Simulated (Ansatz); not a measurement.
`[SiH3][CH2][GeH2][Cl]` and `[F][GeH2][CH2][SiH3]` differ in one element.

Ansatz, PBE0-D4/def2-TZVP geometries, multiplicity 1. Each molecule was computed in one conformer, which needn't be the lowest.

Scalar relativity is left out up to krypton.

| property | `[SiH3][CH2][GeH2][Cl]` |
| --- | --- |
| HOMO energy (B3LYP/def2-TZVPP) / eV | -8.26 |
| HOMO energy (ωB97M-V/def2-TZVPP) / eV | -10.70 |
| size of the dipole moment (PBE/def2-TZVPP) / D | 2.38 |
| LUMO energy (PBE/def2-TZVPP) / eV | -0.91 |
| HOMO–LUMO gap (PBE/def2-TZVPP) / eV | 6.29 |
| LUMO energy (B3LYP/def2-TZVPP) / eV | -0.24 |

Problem. What does the change do to each property? (Estimate.)

Solution. Computed: 
```tsv
property	`[F][GeH2][CH2][SiH3]`	shift
HOMO energy (B3LYP/def2-TZVPP) / eV	-8.60	-0.34
HOMO energy (ωB97M-V/def2-TZVPP) / eV	-10.98	-0.28
size of the dipole moment (PBE/def2-TZVPP) / D	2.49	0.11
LUMO energy (PBE/def2-TZVPP) / eV	-0.77	0.14
HOMO–LUMO gap (PBE/def2-TZVPP) / eV	6.75	0.46
LUMO energy (B3LYP/def2-TZVPP) / eV	-0.14	0.10
```

With PBE0 the HOMO falls by 0.30 eV and the LUMO rises by 0.10 eV, so the gap widens by about 0.40 eV. PBE moves the HOMO by -0.32 eV and ωB97M-V by -0.28 eV. Dipoles are sizes alone; their direction can turn.

B3LYP here is the variant with VWN-RPA as its local correlation; programs differ in this.
